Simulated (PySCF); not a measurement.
Excitations are Tamm–Dancoff values on a coarser integration grid. The basis has no diffuse functions, so Rydberg states are missing or too high.

Z-matrix (Å, degrees):
```
Al
I 1 2.4503
I 1 2.4503 2 120.00
I 1 2.4504 2 120.00 3 180.00
```
Charge 0, multiplicity 1.

### Question
Give the S1 excitation (TDA), T1 excitation (TDA), HOMO–LUMO gap, HOMO and LUMO at the level PBE0-D3(BJ)/def2-TZVP (PySCF).

### Answer

```
Quantity                Value
-------------------  --------
S1 excitation (TDA)   4.63 eV
T1 excitation (TDA)   4.37 eV
HOMO–LUMO gap         5.81 eV
HOMO                 -7.73 eV
LUMO                 -1.92 eV
```
